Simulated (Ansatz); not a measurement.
Geometry optimisation, RKS PBE0-D4/def2-SVP (Ansatz).

Input file:

```yaml
crystal:
  periodic: [false, false, false]
  atoms:
    - { symbol: B, position_ang: [-1.2268, 1.3747, -0.6307] }
    - { symbol: Si, position_ang: [0.4727, 0.6926, -0.2307] }
    - { symbol: C, position_ang: [0.2396, -0.75, 0.9572] }
    - { symbol: C, position_ang: [0.7248, -1.1688, -0.3968] }
    - { symbol: H, position_ang: [-1.7037, 1.3261, -1.7564] }
    - { symbol: H, position_ang: [-1.9175, 1.9457, 0.2059] }
    - { symbol: H, position_ang: [1.5987, 1.5369, 0.2813] }
    - { symbol: H, position_ang: [-0.738, -0.9738, 1.2384] }
    - { symbol: H, position_ang: [1.0921, -0.8376, 1.7592] }
    - { symbol: H, position_ang: [1.7002, -1.5343, -0.4645] }
    - { symbol: H, position_ang: [-0.1767, -1.6685, -0.9423] }
basis:
  gaussian: { orbitals: def2-SVP }
hamiltonian:
  xc: pbe0
  dispersion: d4
relax:
  f_tol: 0.015
  max_steps: 40
```

Command:

```bash
$ ansatz run input.yaml --threads 2 --pin off --max-ram 3072MiB --backend cpu --events-out ev --progress --plain --runs-dir out
```

Problem. Where does it end, and by what steps?

Solution. It converged. After 12 steps the energy has fallen by 1.037 eV; H6 moved furthest, 1.30 Å.

```csv
step,energy less start (eV),largest force component (eV/Å),accepted
0,0.0000,3.899,yes
1,-0.6070,1.327,yes
2,-0.7368,0.554,yes
3,-0.8195,0.381,yes
4,-0.8942,0.317,yes
5,-0.9579,0.307,yes
6,-1.0086,0.120,yes
7,-1.0247,0.100,yes
8,-1.0160,0.331,no
9,-1.0337,0.030,yes
10,-1.0358,0.056,yes
11,-1.0063,0.391,no
12,-1.0369,0.012,yes
```

```xyz
11
Properties=species:S:1:pos:R:3
B -1.284 1.506 -0.605
Si 0.383 0.742 0.059
C 0.231 -0.939 0.964
C 0.740 -1.074 -0.428
H -2.182 0.736 -0.863
H -1.473 2.687 -0.769
H 1.609 1.493 0.438
H -0.782 -1.290 1.184
H 0.939 -1.083 1.786
H 1.800 -1.313 -0.565
H 0.084 -1.521 -1.180
```

The run took 29 s on 2 threads of Arm Neoverse V1, with other jobs on the host, peak memory 0.19 GiB.
